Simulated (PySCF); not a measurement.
Run record for `C=CC(=C)COC`: wB97X-D/def2-SVPD, damping 0.1 at the start, DIIS from the seventh cycle, start guess atom, full TDDFT, 3 singlets.

Method: TDDFT wB97X-D/def2-SVPD, vertical, gas phase, core orbitals frozen in the response (PySCF 2.14.0, density-fitted response routines). Geometry: GFN2-xTB. The input is one job of a driver script: a line of settings, then coordinates in Å.

Command:
```bash
OMP_NUM_THREADS=1 python probes_run.py task.json out
```

Input:
```
{"job": {"kind": "uv", "xc": "wB97X-D", "basis": "def2-SVPD", "nstates": 3, "ntriplets": 5, "tda": false, "scf": {"damp": 0.1, "guess": "atom"}}, "charge": 0, "multiplicity": 1}
C      0.569109    -2.550263    -0.350295
C      1.339436    -1.599063     0.165107
C      0.953841    -0.219845     0.430231
C      1.822202     0.645055     0.950481
C     -0.457241     0.187470     0.095004
O     -0.681195     1.541800     0.403601
C     -1.986101     1.955432     0.104034
H      0.943295    -3.546734    -0.512362
H     -0.456103    -2.381684    -0.631392
H      2.363584    -1.834497     0.426109
H      2.830861     0.352562     1.189134
H      1.541454     1.663271     1.147052
H     -0.640746     0.013491    -0.979399
H     -1.162442    -0.446854     0.659542
H     -2.051368     3.006710     0.377650
H     -2.729468     1.382873     0.674839
H     -2.206115     1.842306    -0.965968
```

Output:
```
damping 0.10 in the first 6 cycles
final grid: 132176 points
cycle   1  E = -309.3074365750  dE =  2.344e+00  |g| = 8.887e-01  |ddm| = 1.117e+01
cycle   2  E = -309.4170735110  dE = -1.096e-01  |g| = 6.443e-01  |ddm| = 4.285e+00
cycle   3  E = -309.4439307415  dE = -2.686e-02  |g| = 5.699e-01  |ddm| = 1.974e+00
cycle   4  E = -309.4469796091  dE = -3.049e-03  |g| = 5.580e-01  |ddm| = 1.350e+00
cycle   5  E = -309.4493700320  dE = -2.390e-03  |g| = 5.582e-01  |ddm| = 1.127e+00
cycle   6  E = -309.4163525194  dE =  3.302e-02  |g| = 6.954e-01  |ddm| = 1.206e+00
cycle   7  E = -309.3780935034  dE =  3.826e-02  |g| = 8.513e-01  |ddm| = 1.479e+00
cycle   8  E = -309.5035524635  dE = -1.255e-01  |g| = 1.943e-02  |ddm| = 8.237e-01
cycle   9  E = -309.5036005293  dE = -4.807e-05  |g| = 1.340e-02  |ddm| = 7.030e-02
cycle  10  E = -309.5036447446  dE = -4.422e-05  |g| = 1.410e-03  |ddm| = 2.725e-02
cycle  11  E = -309.5036454193  dE = -6.747e-07  |g| = 5.494e-04  |ddm| = 5.808e-03
cycle  12  E = -309.5036455199  dE = -1.006e-07  |g| = 1.251e-04  |ddm| = 1.845e-03
cycle  13  E = -309.5036455256  dE = -5.632e-09  |g| = 6.396e-05  |ddm| = 4.836e-04
cycle  14  E = -309.5036455267  dE = -1.130e-09  |g| = 1.261e-05  |ddm| = 1.856e-04
cycle  15  E = -309.5036455268  dE = -5.571e-11  |g| = 3.499e-06  |ddm| = 4.977e-05
converged SCF energy = -309.5036455268

Static polarisability (au): isotropic 81.492, principal 56.874 83.180 104.422

Singlet excitations
state   eV       nm        f      main configurations
  1   5.9367    208.8   0.59209   H->L 0.97
  2   6.5241    190.0   0.02466   H-1->L 0.96
  3   6.9767    177.7   0.00380   H->L+1 0.57, H->L+2 0.35

Triplet excitations (Tamm-Dancoff, eV): 3.4048 5.1588 6.5810 6.9742 7.0007
```

H and L stand for HOMO and LUMO; the number after each pair is its weight.

Problem. Give the mean polarisability as a volume in Å³, and the ratio of the largest to the smallest principal value.

Solution. 81.492 au × 0.148185 = 12.08 Å³; 104.422/56.874 = 1.84.

Problem. Give S1 in cm⁻¹ and kJ/mol.

Solution. 5.9367 eV × 8065.54 = 47883 cm⁻¹; × 96.485 = 572.8 kJ/mol.

In short: SCF converged in 15 cycles with 223 basis and 765 fitting functions; HOMO -8.54 eV, LUMO 0.97 eV; lowest singlet 5.94 eV; lowest triplet 3.40 eV (Tamm–Dancoff); mean polarisability 81.5 au.

Hardware: an Intel Xeon Platinum 8259CL at 2.50 GHz with one thread, no GPU, shared host with 96 logical CPUs at a one-minute load of 34. Cost: 69 s of wall time (grids of density and orbitals included), 0.92 GiB resident at most.

Conformer computed: `[CH2:1]=[CH:2][C:3](=[CH2:4])[CH2:5][O:6][CH3:7]`: C1–C2–C3–C4 180°, C2–C3–C5–O6 180°, C3–C5–O6–C7 180°.

One conformer stands for the species.

wB97X-D is run here without its empirical dispersion term; that term would change no orbital, density or response property at a fixed geometry.
